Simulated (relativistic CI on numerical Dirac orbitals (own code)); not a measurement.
**Co³⁺ in a cubic cluster: L2,3 absorption with charge transfer**

Computed with a charge-transfer multiplet model of a cubic metal-ligand cluster with up to 3 ligand holes, Slater and spin-orbit integrals from Dirac-Coulomb-Breit ions, Slater integrals scaled by 0.8. The parameters are those of a tetrahedral site (10Dq negative, t2 hopping the larger). The ground state mixes d6 with configurations of k ligand holes L, whose averages lie at kΔ + k(k − 1)U_dd/2; a core hole lowers each added d electron by U_cd. 300 K, Lorentzian 0.4 eV and Gaussian 0.3 eV FWHM.

Atomic integrals in eV (Slater integrals scaled, ζ unscaled), ground: F2dd 10.085, F4dd 6.299, zeta_d 0.071; with the core hole: F2dd 10.695, F4dd 6.685, zeta_d 0.093, zeta_core 9.664, F2cd 6.345, G1cd 4.816, G3cd 2.738.

Cluster parameters (eV): Δ = 0.4, U_cd = 8, 10Dq = -0.15, 10Dq(ligand) = 0, V(eg) = 0.7, V(t2g) = -1.19, final-state hopping factor = 0.9.

```csv
Case,n_d,d6,d7L,d8L2,d9L3,S
U_dd = 4.3 eV,6.38,0.64,0.33,0.02,0.00,2.00
U_dd = 5 eV,6.37,0.65,0.33,0.02,0.00,2.00
U_dd = 6.4 eV,6.36,0.66,0.32,0.02,0.00,2.00
U_dd = 7.8 eV,6.34,0.67,0.32,0.01,0.00,2.00
U_dd = 8.5 eV,6.34,0.67,0.32,0.01,0.00,2.00
```

Weights, n_d and S are thermal averages at 300 K. Photon energies count from the first peak over 30 % of the highest in each spectrum, which can be another peak from case to case. The parameters are a model scan and need not match a compound or its usual spin state. Peaks in eV (height, largest 100):
- U_dd = 4.3 eV: 0.0 (100), 3.8 (66), 6.0 (33), 7.8 (8), 8.9 (9), 15.0 (41), 17.9 (16), 18.6 (20), 20.1 (12)
- U_dd = 5 eV: 0.0 (100), 3.1 (45), 4.2 (43), 6.1 (13), 15.0 (41), 17.6 (15), 18.4 (16), 19.0 (13), 20.7 (5)
- U_dd = 6.4 eV: 0.0 (100), 2.8 (22), 4.0 (18), 14.9 (36), 15.2 (35), 17.7 (12)
- U_dd = 7.8 eV: 0.0 (100), 0.5 (96), 1.7 (39), 4.0 (14), 15.6 (35), 16.9 (10), 18.2 (6)
- U_dd = 8.5 eV: 0.0 (100), 0.5 (86), 1.8 (31), 15.6 (33), 17.2 (9)

Curve for U_dd = 8.5 eV (points under 2 left out, the grid thinned):

(E (eV), Intensity): (-3.1, 2.1), (-2.7, 3.6), (-2.4, 5.7), (-2.0, 10.3), (-1.7, 19.7), (-1.3, 29.4), (-0.9, 50.5), (-0.6, 73.1), (-0.2, 86.8), (0.2, 91.9), (0.5, 86.0), (0.9, 60.5), (1.2, 38.4), (1.6, 28.7), (2.0, 29.2), (2.3, 21.8), (2.7, 15.8), (3.0, 15.0), (3.4, 13.6), (3.8, 11.6), (4.1, 10.6), (4.5, 9.0), (4.9, 7.2), (5.2, 4.9), (5.6, 2.9), (5.9, 2.3), (6.3, 2.0), (13.2, 4.7), (13.5, 9.7), (13.9, 15.9), (14.2, 18.0), (14.6, 24.4), (15.0, 28.2), (15.3, 31.2), (15.7, 31.2), (16.0, 16.8), (16.4, 9.8), (16.8, 8.5), (17.1, 9.4), (17.5, 7.5), (17.9, 4.9), (18.2, 4.2), (18.6, 4.1), (18.9, 3.6), (19.3, 2.0)

For the case U_dd = 6.4 eV, Δ = 0.4 eV is smaller than U_dd = 6.4 eV, the charge-transfer side of the Zaanen-Sawatzky-Allen scheme. With the core hole the configuration with one ligand hole lies at Δ + U_dd − U_cd = -3.3, -2.6, -1.2, 0.2, 0.9 eV from the one without, in the order of the table; where this is negative the screened configuration lies lower, though the effective hopping of about 1.9 eV (from the holes of the mixed ground state) mixes the two strongly wherever it is as large as the gap.
